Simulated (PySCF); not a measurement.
## Two-component Hartree-Fock for Xe (xenon, neutral)

Start: [Xe]. Calculated with PySCF 2.14 in x2c-SVPall-2c with one added diffuse shell each of s, p type (7s9p4d, 54 functions): generalised Hartree-Fock with the X2C-1e Hamiltonian and a Gaussian nucleus; one run each with spin-orbit coupling (SO) switched off, then screened by Boettger's factors.

```json
{"spinor shell": "1s1/2", "electrons": "2", "ε, spin-free (eV)": "-34722.2", "ε, screened SO (eV)": "-34718.2", "weight of nominal j (screened SO)": "1.000", "rms radius, screened SO (bohr)": "0.0305"}
{"spinor shell": "2s1/2", "electrons": "2", "ε, spin-free (eV)": "-5504.9", "ε, screened SO (eV)": "-5503.7", "weight of nominal j (screened SO)": "1.000", "rms radius, screened SO (bohr)": "0.124"}
{"spinor shell": "2p1/2", "electrons": "2", "ε, spin-free (eV)": "-4934.0", "ε, screened SO (eV)": "-5160.2", "weight of nominal j (screened SO)": "1.000", "rms radius, screened SO (bohr)": "0.107"}
{"spinor shell": "2p3/2", "electrons": "4", "ε, spin-free (eV)": "-4934.0", "ε, screened SO (eV)": "-4832.2", "weight of nominal j (screened SO)": "1.000", "rms radius, screened SO (bohr)": "0.112"}
{"spinor shell": "3s1/2", "electrons": "2", "ε, spin-free (eV)": "-1169.7", "ε, screened SO (eV)": "-1169.4", "weight of nominal j (screened SO)": "1.000", "rms radius, screened SO (bohr)": "0.326"}
{"spinor shell": "3p1/2", "electrons": "2", "ε, spin-free (eV)": "-980.75", "ε, screened SO (eV)": "-1024.8", "weight of nominal j (screened SO)": "1.000", "rms radius, screened SO (bohr)": "0.318"}
{"spinor shell": "3p3/2", "electrons": "4", "ε, spin-free (eV)": "-980.75", "ε, screened SO (eV)": "-960.72", "weight of nominal j (screened SO)": "1.000", "rms radius, screened SO (bohr)": "0.330"}
{"spinor shell": "3d3/2", "electrons": "4", "ε, spin-free (eV)": "-700.47", "ε, screened SO (eV)": "-708.15", "weight of nominal j (screened SO)": "1.000", "rms radius, screened SO (bohr)": "0.303"}
{"spinor shell": "3d5/2", "electrons": "6", "ε, spin-free (eV)": "-700.47", "ε, screened SO (eV)": "-695.00", "weight of nominal j (screened SO)": "1.000", "rms radius, screened SO (bohr)": "0.305"}
{"spinor shell": "4s1/2", "electrons": "2", "ε, spin-free (eV)": "-229.55", "ε, screened SO (eV)": "-229.46", "weight of nominal j (screened SO)": "1.000", "rms radius, screened SO (bohr)": "0.762"}
{"spinor shell": "4p1/2", "electrons": "2", "ε, spin-free (eV)": "-167.04", "ε, screened SO (eV)": "-175.80", "weight of nominal j (screened SO)": "1.000", "rms radius, screened SO (bohr)": "0.798"}
{"spinor shell": "4p3/2", "electrons": "4", "ε, spin-free (eV)": "-167.04", "ε, screened SO (eV)": "-163.02", "weight of nominal j (screened SO)": "1.000", "rms radius, screened SO (bohr)": "0.823"}
{"spinor shell": "4d3/2", "electrons": "4", "ε, spin-free (eV)": "-72.763", "ε, screened SO (eV)": "-73.909", "weight of nominal j (screened SO)": "1.000", "rms radius, screened SO (bohr)": "0.947"}
{"spinor shell": "4d5/2", "electrons": "6", "ε, spin-free (eV)": "-72.763", "ε, screened SO (eV)": "-71.915", "weight of nominal j (screened SO)": "1.000", "rms radius, screened SO (bohr)": "0.951"}
{"spinor shell": "5s1/2", "electrons": "2", "ε, spin-free (eV)": "-27.563", "ε, screened SO (eV)": "-27.553", "weight of nominal j (screened SO)": "1.000", "rms radius, screened SO (bohr)": "2.03"}
{"spinor shell": "5p1/2", "electrons": "2", "ε, spin-free (eV)": "-12.469", "ε, screened SO (eV)": "-13.469", "weight of nominal j (screened SO)": "1.000", "rms radius, screened SO (bohr)": "2.40"}
{"spinor shell": "5p3/2", "electrons": "4", "ε, spin-free (eV)": "-12.469", "ε, screened SO (eV)": "-12.013", "weight of nominal j (screened SO)": "1.000", "rms radius, screened SO (bohr)": "2.53"}
```

| quantity | spin-free | screened SO |
| --- | --- | --- |
| E (hartree) | -7441.57199 | -7443.93621 |
| M_J | 0 | 0 |
| ⟨J²⟩ | 0.000 | 0.000 |
| ⟨L²⟩ | 0.000 | 0.032 |
| ⟨S²⟩ | 0.000 | 0.032 |

Breit and QED terms are absent; they matter most for the inner s and p1/2 levels.

Densities and radii are taken from the X2C orbitals without a picture-change correction, which distorts them close to the nucleus.

Without spin-orbit coupling the j labels of p, d and f shells carry no meaning; the spin-free column gives the mean over the occupied spinors of each nl shell.
